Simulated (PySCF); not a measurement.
Br₂Sb, charge +1, multiplicity 1. Atoms are numbered in the order given.

```xyz
3

Sb     0.0000     0.0000     0.8912
Br     0.0000    -1.8941    -0.6493
Br     0.0000     1.8941    -0.6493
```
Charge +1, spin multiplicity 1.

Coordinates come from a r2SCAN-D4/def2-SVP optimisation. The multiplicity is an assumed one; other spin states were not compared. The isomer is the one that the SMILES or the coordinates give; other isomers of the formula were not compared. The def2 effective core potentials stand for the cores of Sb; spin–orbit coupling is left out.

Level of theory: PySCF with PBE/def2-TZVPD.

Symmetry labels are those of the subgroup C2v that the program uses (full group C2v).

Question: List the valence orbital energies around the gap with their symmetry. (The exact figures need the calculation; the answer reports its results.)

Answer: 
```csv
orbital,symmetry,energy (eV)
HOMO−7,B2,-24.92
HOMO−6,A1,-19.95
HOMO−5,B2,-15.19
HOMO−4,A1,-14.23
HOMO−3,B1,-13.86
HOMO−2,A2,-13.07
HOMO−1,A1,-12.84
HOMO,B2,-12.70
LUMO,B1,-10.55
LUMO+1,A1,-8.05
LUMO+2,B2,-7.84
LUMO+3,A1,-4.54
```
